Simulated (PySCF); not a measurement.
# vinyldifluoroborane, C2H3BF2

Geometry:
```json
{"atom": "C1", "x (Å)": "0.698", "y (Å)": "-1.052", "z (Å)": "-0.112"}
{"atom": "C2", "x (Å)": "0.031", "y (Å)": "-0.101", "z (Å)": "0.541"}
{"atom": "B3", "x (Å)": "-0.675", "y (Å)": "1.049", "z (Å)": "-0.206"}
{"atom": "F4", "x (Å)": "-0.643", "y (Å)": "1.149", "z (Å)": "-1.525"}
{"atom": "F5", "x (Å)": "-1.345", "y (Å)": "1.988", "z (Å)": "0.441"}
{"atom": "H6", "x (Å)": "0.766", "y (Å)": "-1.045", "z (Å)": "-1.196"}
{"atom": "H7", "x (Å)": "1.198", "y (Å)": "-1.868", "z (Å)": "0.400"}
{"atom": "H8", "x (Å)": "-0.017", "y (Å)": "-0.137", "z (Å)": "1.626"}
```

The calculation used PySCF, TDDFT CAM-B3LYP/aug-cc-pVTZ excited states, vertical, gas phase. Geometry: PBE0-D3(BJ)/def2-TZVP.

Problem. Give the one- and two-photon strengths of the lowest singlets.

Solution. δ for parallel linear polarisation; σ at the peak of a Lorentzian of half width 0.1 eV, single beam; Ω is circular over linear.
| state | E (eV) | f | photon λ (nm) | δ (au) | σ (GM) | Ω | main |
| --- | --- | --- | --- | --- | --- | --- | --- |
| S1 | 6.72 | 0.005 | 369 | 0.87 | 0.01 | 1.39 | HOMO−1→LUMO 0.96 |
| S2 | 6.75 | 0.349 | 367 | 15.8 | 0.26 | 1.05 | HOMO→LUMO 0.96 |
| S3 | 7.55 | 0.067 | 328 | 9.81 | 0.20 | 1.50 | HOMO→LUMO+1 0.87 |
| S4 | 8.23 | 0.001 | 301 | 48.9 | 1.21 | 1.50 | HOMO→LUMO+3 0.38, HOMO→LUMO+2 0.34 |
| S5 | 8.34 | 0.001 | 297 | 7.64 | 0.19 | 1.50 | HOMO−2→LUMO 0.77 |
| S6 | 8.35 | 0.006 | 297 | 85.2 | 2.18 | 1.50 | HOMO→LUMO+2 0.47, HOMO→LUMO+3 0.33 |

Among these, the strongest one-photon state is S2, the strongest two-photon state S6, with a dipole change of 1.3 D (relaxed, norm of the difference vector).
